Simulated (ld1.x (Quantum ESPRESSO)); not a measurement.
Plane-wave convergence, PAW potential for C

```json
{
 "Element": "C (Z = 6)",
 "Generator": "ld1.x (Quantum ESPRESSO) 7.5",
 "Type": "PAW",
 "Functional": "BLYP",
 "Relativity": "scalar-relativistic",
 "Frozen core": "[He]",
 "Valence charge": "4",
 "Reference configuration": "2s2 2p2",
 "Partial waves": "2s (bound): rcut 1.00, rcutus 1.25 bohr; 2s channel at -0.45 Ry: rcut 1.00, rcutus 1.25 bohr; 2p (bound): rcut 1.65, rcutus 2.30 bohr; 2p channel at 1.95 Ry: rcut 1.65, rcutus 2.30 bohr; 3d channel at 0.35 Ry: rcut 1.85, rcutus 2.25 bohr; 3d channel at 1.6 Ry: rcut 1.85, rcutus 2.25 bohr",
 "Local potential": "all-electron potential smoothed inside 1.10 bohr (lloc = -1)",
 "Core correction": "a·sin(br)/r model core, default radius (ld1.x builds one for every PAW set, though the input has nlcc=.false.)",
 "Augmentation charge": "BESSEL, radius 0.75 bohr"
}
```

The pseudo-atom Hamiltonian at the reference potential is diagonalised in spherical Bessel functions j_l(qr) that vanish at 20 bohr, with q² up to the cutoff. All-electron valence levels (Ry): 2s -1.0004, 2p -0.3850.

**Question.** How do the lowest levels (Ry) of each channel move with the cutoff, and are there ghosts?

**Answer.**

```tsv
cutoff (Ry)	s #1	s #2	p #1	p #2	d #1	f #1	f #2	Σ f·Δε (mRy)
8	-0.9989	-0.0211	-0.3301	0.0264	0.0671	0.1140	0.2466	112.7
10	-1.0000	-0.0211	-0.3717	0.0253	0.0671	0.1140	0.2466	27.5
12	-1.0000	-0.0211	-0.3828	0.0251	0.0671	0.1140	0.2466	5.2
15	-1.0001	-0.0211	-0.3848	0.0250	0.0671	0.1140	0.2466	1.1
18	-1.0002	-0.0211	-0.3848	0.0250	0.0671	0.1140	0.2466	0.8
21	-1.0003	-0.0212	-0.3849	0.0250	0.0671	0.1140	0.2466	0.5
25	-1.0003	-0.0212	-0.3850	0.0250	0.0671	0.1140	0.2466	0.3
400	-1.0004	-0.0212	-0.3850	0.0250	0.0671	0.1140	0.2466	0.0
```

Result: no extra level below or beside the all-electron valence levels (s, p, d, f tested); 10 mRy is reached at 12 Ry and 1 mRy at 18 Ry.

Test run stopped at test 2 of 7 (negative rho).
